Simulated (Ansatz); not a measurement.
Z-matrix (Å, degrees):
```
C
N 1 1.446
H 1 1.097 2 114.0
H 1 1.093 2 109.8 3 121.0
H 1 1.094 2 110.0 3 -121.4
Ge 2 1.833 1 122.0 3 -84.9
H 2 1.011 1 113.4 3 59.1
F 6 1.753 2 101.9 1 -174.1
H 6 1.568 2 106.2 1 -62.5
```

Charge 0, multiplicity 2.

Task: List the B3LYP/def2-TZVPP orbital energies in eV (Ansatz). (Estimate.)

Result: The calculation gave: α occupied: -10850.68, -1354.97, -1205.89, -1205.88, -1205.85, -670.41, -389.97, -277.90, -169.57, -119.85, -119.83, -119.76, -33.77, -33.41, -33.37, -33.31, -33.30, -30.57, -24.46, -18.62, -15.20, -13.44, -12.36, -11.93, -11.26, -10.82, -10.68, -9.62, -7.97, -5.73. α empty: -0.05, 0.65, 1.45, 1.69, 2.22, 2.84, 2.99, 3.72. β occupied: -10850.66, -1354.95, -1205.86, -1205.84, -1205.84, -670.35, -389.82, -277.91, -169.52, -119.82, -119.74, -119.72, -33.72, -33.36, -33.29, -33.26, -33.23, -30.44, -24.17, -18.53, -14.91, -13.31, -12.17, -11.83, -10.96, -10.71, -10.53, -9.32, -7.21. β empty: -3.14, 0.15, 0.81, 1.60, 1.97, 2.31, 2.87, 3.07. ⟨S²⟩ = 0.754.

B3LYP here is the variant with VWN-RPA as its local correlation; programs differ in this.
